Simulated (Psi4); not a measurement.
CH₅AlOS, singlet, geometry from GFN2-xTB (such geometries of metal compounds can be far from the true shape); QCISD(T)/def2-SVP (Psi4).

Input for Psi4:
```
memory 2 GB

molecule {
0 1
  Al   -0.09873222   -0.24039754    0.66989116
  H    -0.31253931   -0.91079229    2.01439425
  O    -0.01446418   -1.20680484   -0.65290538
  C     0.04753695   -2.07984113   -1.74774659
  H     0.10735356   -1.50788457   -2.67549371
  H     0.92983405   -2.71718184   -1.66190393
  H    -0.84546548   -2.70754262   -1.77019616
  S     0.08166717    1.94135593    0.57511581
  H    -0.07184683    2.04035989    1.89248423
}

set basis def2-svp
set freeze_core true

energy('qcisd(t)')
print_variables()
```

It wrote (shortened):

```
   => Loading Basis Set <=

    Name: DEF2-SVP
    Role: ORBITAL
    Keyword: BASIS

         ---------------------------------------------------------
                                   SCF
               by Justin Turney, Rob Parrish, Andy Simmonett
                          and Daniel G. A. Smith
                              RHF Reference
         ---------------------------------------------------------

  ==> Geometry <==

    Molecular point group: c1
    Full point group: C1

    Geometry (in Angstrom), charge = 0, multiplicity = 1:

       Center              X                  Y                   Z               Mass
    ------------   -----------------  -----------------  -----------------  -----------------
         AL          -0.099732787338    -0.299901072886     0.639144892484    26.981538530000
         H           -0.313539877338    -0.970295822886     1.983647982484     1.007825032230
         O           -0.015464747338    -1.266308372886    -0.683651647516    15.994914619570
         C            0.046536382662    -2.139344662886    -1.778492857516    12.000000000000
         H            0.106352992662    -1.567388102886    -2.706239977516     1.007825032230
         H            0.928833482662    -2.776685372886    -1.692650197516     1.007825032230
         H           -0.846466047338    -2.767046152886    -1.800942427516     1.007825032230
         S            0.080666602662     1.881852397114     0.544369542484    31.972071174400
         H           -0.072847397338     1.980856357114     1.861737962484     1.007825032230

  Running in c1 symmetry.

  Rotational constants: A =      0.51238  B =      0.06088  C =      0.05498 [cm^-1]
  Rotational constants: A =  15360.78786  B =   1825.00130  C =   1648.16088 [MHz]
  Nuclear repulsion =  194.034462832862630

  Charge       = 0
  Multiplicity = 1
  Electrons    = 48
  Nalpha       = 24
  Nbeta        = 24

  ==> Algorithm <==

  SCF Algorithm Type is PK.
  DIIS enabled.
  MOM disabled.
  Fractional occupation disabled.
  Guess Type is SAD.
  Energy threshold   = 1.00e-08
  Density threshold  = 1.00e-08
  Integral threshold = 1.00e-12

  ==> Primary Basis <==

  Basis Set: DEF2-SVP
    Blend: DEF2-SVP
    Number of shells: 43
    Number of basis functions: 89
    Number of Cartesian functions: 93
    Spherical Harmonics?: true
    Max angular momentum: 2

  ==> Integral Setup <==

  Using in-core PK algorithm.
   Calculation information:
      Number of atoms:                   9
[...]
  @RHF Final Energy:  -754.88526648567324
    Total Energy =                       -754.8852664856733554
      * MP2 total energy:                   -755.402052635689
[...]
        SS MP2.5 correlation energy:          -0.117583446898
        MP2.5 correlation energy:             -0.534873118616
      * MP2.5 total energy:                 -755.420139604289

        OS MP3 correlation energy:            -0.438261351103
        SS MP3 correlation energy:            -0.114698736112
        MP3 correlation energy:               -0.552960087216
      * MP3 total energy:                   -755.438226572889

        OS MP4(SDQ) correlation energy:       -0.449343835413
        SS MP4(SDQ) correlation energy:       -0.107999674078
        MP4(SDQ) correlation energy:          -0.562440215117
      * MP4(SDQ) total energy:              -755.447706700790

        OS QCISD correlation energy:          -0.452290622513
        SS QCISD correlation energy:          -0.111691050449
        QCISD correlation energy:             -0.563981672961
      * QCISD total energy:                 -755.449248158635

  Total time for QCISD iterations:       8.15 s (user)
                                         1.83 s (system)
                                           10 s (total)

  Time per iteration:                    0.58 s (user)
                                         0.13 s (system)
                                         0.77 s (total)

        ==> Resort (ov|vv) integrals for low-memory (T) computation <==

        *******************************************************
        *                                                     *
        *                     QCISD(T)                        *
        *                                                     *
        *******************************************************

        Using low-memory algorithm.

        num_threads:                      1
        memory requirements:       10.21 mb

        Number of abc combinations: 47905

        Computing (T) correction...

        % complete  total time
              10.0
              20.0
              30.0
              40.0
              50.0
              60.0
              70.0
              80.0
              90.0

        (T) energy                             -0.012803480712

        QCISD(T) correlation energy            -0.576785153674
      * QCISD(T) total energy                -755.462051639347

  Variable Map:
  ----------------------------------------------------------------------------
[...]
  Array Variable Map:
  ----------------------------------------------------------------------------
[...]
[...]
```
